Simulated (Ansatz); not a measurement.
The cluster Cs4⁻, relaxed as a doublet with UKS r2SCAN/def2-TZVPD in Ansatz, starting from the GFN1-xTB geometry. Force threshold 0.02 eV/Å.

In the def2 sets Cs takes a core potential; there is no spin–orbit coupling. The charge -1 doublet is spin-contaminated (final ⟨S²⟩ up to 1.87, 0.75 for a pure state). The highest occupied level of the charge -1 doublet lies above zero (up to 0.03 eV). It is a level of β spin, whose loss leaves a triplet; that state wasn't run at this geometry and level. The electron is either unbound and held by the finite basis, or the level is raised by self-interaction error. The relaxation made no stability test and no search for a lower SCF solution. Another isomer (doublet) lies 0.11 eV lower at PBE0/def2-TZVPD; other spin states weren't run for this one.

Start:

```xyz
4

Cs   -1.5985   -0.6135    2.6928
Cs    1.2034   -2.0216   -0.3850
Cs   -0.9717    0.8121   -2.9457
Cs    1.3667    1.8231    0.6379
```

(1) Estimate the energy that the relaxation releases and the steps that it takes.

(2) Does the start keep its bonding and symmetry?

(3) Predict the relaxed structure.

Answers

(1) 15.6 kcal/mol, in 10 steps; 98 s on 4 threads of Arm Neoverse V1 on a shared host. The force fell under the threshold at step 6, but the optimiser went on and released 0.004 eV more. No frequencies were taken in this run, so the end may be a saddle point.

(2) By distances, no bond broke or formed. The bond that changes most is Cs2–Cs4, from 3.98 to 5.34 Å (atoms count from 1). Point group Cs at the start, Cs at the end, both within 0.05 Å.

(3) 
```xyz
4

Cs   -2.1342   -0.6211    2.7113
Cs    1.6642   -2.7023   -0.5135
Cs   -1.4485    0.8584   -3.0199
Cs    1.9185    2.4651    0.8221
```
Bond lengths (bridged metal pairs left out): 5 × Cs–Cs 5.34 to 5.43 Å.
